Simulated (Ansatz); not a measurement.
A structure relaxed at PBE0-D4/def2-TZVP in Ansatz, charge 0, singlet:

```xyz
3

Ge   -0.540   -1.216    0.631
Ge   -0.601    0.511   -1.243
Te    1.141    0.705    0.612
```

(1) Give its formula and point group.

(2) Summarise the bond lengths by kind (pairs closer than 1.2 times the sum of covalent radii, bridged metal pairs left out).

Answers

(1) the cluster Ge2Te. Point group C2v (tolerance 0.1 Å).

(2) 2 × Ge–Te 2.55 Å; 1 × Ge–Ge 2.55 Å.

In the def2 sets Te takes a core potential; there is no spin–orbit coupling. The structure comes from a short search, and lower isomers may exist.
